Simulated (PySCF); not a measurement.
1-chloro-3-methylbuta-1,2-diene (C5H7Cl), SMILES CC(C)=C=CCl. Atoms are numbered in the order given.

```xyz
13

C     -2.1725    -0.1700    -1.2816
C     -1.4110     0.0518     0.0000
C     -2.1725    -0.1700     1.2816
C     -0.1451     0.4223     0.0000
C      1.1098     0.7910     0.0000
Cl     2.4476    -0.3520     0.0000
H     -2.5531    -1.2052    -1.3224
H     -1.5501     0.0104    -2.1680
H     -3.0521     0.4954    -1.3243
H     -1.5501     0.0104     2.1680
H     -3.0521     0.4954     1.3243
H     -2.5531    -1.2052     1.3224
H      1.4490     1.8318     0.0000
```

Geometry: r2SCAN-D4/def2-SVP.

Method: TDDFT-PBE0/def2-SVPD (PySCF).

Vertical excitations. Isolated molecule, no solvent. State labels are in the subgroup Cs.

**Question.** Estimate the UV-visible absorptions. (An estimate is asked for; the answer gives what the named calculation found.)

**Answer.** 
| state | symmetry | energy (eV) | λ (nm) | f | main pairs |
|---|---|---|---|---|---|
| S1 | A" | 4.98 | 249 | 0.000 | HOMO→LUMO 98 % |
| S2 | A" | 5.84 | 212 | 0.000 | HOMO−1→LUMO+1 97 % |
| S3 | A' | 6.29 | 197 | 0.093 | HOMO−1→LUMO 69 %, HOMO→LUMO+1 27 % |
| S4 | A" | 6.67 | 186 | 0.011 | HOMO→LUMO+2 84 %, HOMO→LUMO+3 15 % |
| S5 | A' | 6.77 | 183 | 0.001 | HOMO−2→LUMO 98 % |
| S6 | A' | 6.86 | 181 | 0.003 | HOMO−1→LUMO+2 96 % |
| S7 | A' | 7.01 | 177 | 1.144 | HOMO→LUMO+1 64 %, HOMO−1→LUMO 28 % |
| S8 | A" | 7.20 | 172 | 0.001 | HOMO→LUMO+3 76 %, HOMO→LUMO+2 14 % |
| S9 | A" | 7.43 | 167 | 0.000 | HOMO−2→LUMO+1 98 % |
| S10 | A' | 7.68 | 162 | 0.031 | HOMO−1→LUMO+3 95 % |
| T1 | A' | 4.06 | 305 | 0 | HOMO−1→LUMO 85 % |
| T2 | A' | 4.43 | 280 | 0 | HOMO→LUMO+1 83 % |
| T3 | A" | 4.55 | 272 | 0 | HOMO→LUMO 97 % |
| T4 | A" | 5.42 | 229 | 0 | HOMO−1→LUMO+1 96 % |
Triplets are in the Tamm–Dancoff approximation, which puts them higher than full response would, so one can lie above its singlet here.
